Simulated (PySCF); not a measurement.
Radial density of Ne (neon, neutral)

UHF, [Ne], closed-shell 1S. Calculation: PySCF 2.14, in x2c-TZVPPall; scalar relativity by spin-free X2C-1e.

```json
{"r (bohr)": "0.00213", "4πr²ρ (e/bohr)": "0.03665"}
{"r (bohr)": "0.00358", "4πr²ρ (e/bohr)": "0.09980"}
{"r (bohr)": "0.00603", "4πr²ρ (e/bohr)": "0.2632"}
{"r (bohr)": "0.0101", "4πr²ρ (e/bohr)": "0.6763"}
{"r (bohr)": "0.0170", "4πr²ρ (e/bohr)": "1.648"}
{"r (bohr)": "0.0287", "4πr²ρ (e/bohr)": "3.670"}
{"r (bohr)": "0.0482", "4πr²ρ (e/bohr)": "7.002"}
{"r (bohr)": "0.0811", "4πr²ρ (e/bohr)": "10.35"}
{"r (bohr)": "0.136", "4πr²ρ (e/bohr)": "10.16"}
{"r (bohr)": "0.230", "4πr²ρ (e/bohr)": "6.191"}
{"r (bohr)": "0.386", "4πr²ρ (e/bohr)": "5.761"}
{"r (bohr)": "0.649", "4πr²ρ (e/bohr)": "7.959"}
{"r (bohr)": "1.09", "4πr²ρ (e/bohr)": "5.001"}
{"r (bohr)": "1.84", "4πr²ρ (e/bohr)": "1.115"}
{"r (bohr)": "3.09", "4πr²ρ (e/bohr)": "0.06921"}
{"r (bohr)": "5.20", "4πr²ρ (e/bohr)": "4.560e-05"}
```

Densities and radii are taken from the X2C orbitals without a picture-change correction, which distorts them close to the nucleus.
